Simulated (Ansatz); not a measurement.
`C[B]([SiH3])[GaH2]` + NH₃ → `C[B](N)[GaH2]` + SiH₄ at 600 K and 1 bar (cleavage of the B–Si bond).

Gas-phase electronic energies from Ansatz, PBE0-D4/def2-TZVP geometries. CBS: MP2 limit from def2 TZ/QZ plus the TZ coupled-cluster correction, frozen cores. This one scheme is used for every species. For Ga outer-core shells are correlated without core-valence functions, which leaves a few kJ/mol of doubt a bond. Scalar relativity is left out up to krypton. Each species was taken in one conformer, which may not be the lowest.

```
             species  CCSD(T)/CBS energy (Eh)  H − E (kJ/mol)  S (J/(mol·K))
`C[B]([SiH3])[GaH2]`              -2280.62864           276.5          498.8
                 NH₃                -56.50880           112.4          219.5
     `C[B](N)[GaH2]`              -2045.72929           275.8          443.5
                SiH₄               -291.46306           108.7          242.3
```

H − E and S are ideal-gas, rigid-rotor, harmonic terms from PBE0-D4/def2-TZVP, for one conformer and one mirror image of each species. 1 Eh = 2625.50 kJ/mol, R = 8.31446 J/(mol·K).

By hand: ΔE, ΔH, ΔS and ΔG.

ΔE = (-2045.72929) + (-291.46306) − (-2280.62864) − (-56.50880) = -0.05491 Eh = -144.2 kJ/mol. Δ(H − E) = 275.8 + 108.7 − 276.5 − 112.4 = -4.4, so ΔH = -148.6 kJ/mol. ΔS = 443.5 + 242.3 − 498.8 − 219.5 = -32.5 J/(mol·K). ΔG = -148.6 − 600 × (-32.5)/1000 = -129.1 kJ/mol.

By hand: the equilibrium constant, and the temperature at which ΔG would vanish if ΔH and ΔS stayed fixed.

log₁₀ K = −ΔG/(RT ln 10) = 11.2. ΔG = 0 at ΔH/ΔS = 4572 K, far beyond where these terms or the molecules hold.

ΔH outweighs TΔS. A doubt of 5 kJ/mol in ΔE shifts log₁₀ K by 0.4 here. Other conformers and mirror images would add mixing entropy, several J/(mol·K) or more a flexible species. Modes under 60 cm⁻¹, often nearly free rotors, make the harmonic entropy too high. These are equilibria of isolated gas molecules and say nothing of rates. Largest T1 diagnostic: 0.014 (customary marks: 0.02 for closed shells, 0.045 for open ones).
